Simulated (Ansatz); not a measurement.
Basis-set extrapolation for F2H3SSi2, SMILES `F[SiH]S[SiH2]F` radical (PBE0-D4/def2-TZVP geometry, frozen core, Ansatz). Multiplicity 2, UHF reference.

```csv
,def2-TZVPP,def2-QZVPP
HF,-1176.298518,-1176.338052
MP2 correlation,-0.889821,-0.972999
CCSD(T) correlation,-0.960938,not run
```

Energies in hartree. Use E(X) = E(∞) + A·exp(−7.88·√X) for Hartree–Fock and E(X) = E(∞) + B·X^(−2.97) for correlation, with X = 3 and 4, and add CCSD(T) minus MP2 of the smaller set to the MP2 limit.

Q: What is the CCSD(T) energy at the basis-set limit?

A: HF limit: -1176.338052 + (-0.039534) × 0.13774 = -1176.34350. MP2 limit: -0.972999 + (-0.083178) × 0.74074 = -1.03461. Higher-order term: -0.960938 − (-0.889821) = -0.07112. Total: -1177.44923 hartree, 119.1 kcal/mol below CCSD(T)/def2-TZVPP.
